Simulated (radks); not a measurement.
Problem. These are the eigenvalues of the occupied orbitals of an atom or ion with whole-number occupations (Ry). Calculated with a radial shooting solver on a logarithmic mesh with Libxc functionals: scalar-relativistic Kohn-Sham, LDA (Slater exchange, Perdew-Wang correlation), spin-polarised, spherical densities, finite nucleus; Fermi nuclear charge, rms radius of each element as measured or else 0.836 A^(1/3) + 0.57 fm.

1s down: -1380.847
1s up: -1380.847
2s up: -193.5847
2s down: -193.5606
2p up: -173.0398
2p down: -173.0213
3s up: -32.63290
3s down: -32.61560
3p up: -25.91865
3p down: -25.89979
3d up: -14.90532
3d down: -14.87960
4s up: -4.81340
4s down: -4.67521
4p up: -3.06971
4p down: -2.91618
4d up: -0.75537

Which element is it, and in what charge state? The configuration may be excited. Open shells, if any, are filled with parallel spins first.

Solution. Z = 41, niobium, charge +1: Nb+ in [Kr] 4d4. The list shows which subshells hold electrons but not how many an open one holds; the 1s level, -690.42 hartree, gives Z - s = 37.2 by -(Z - s)^2/2, which with screening and relativity narrows Z to a few neighbours, and the depths of the outer levels then fix element, charge and occupations together.
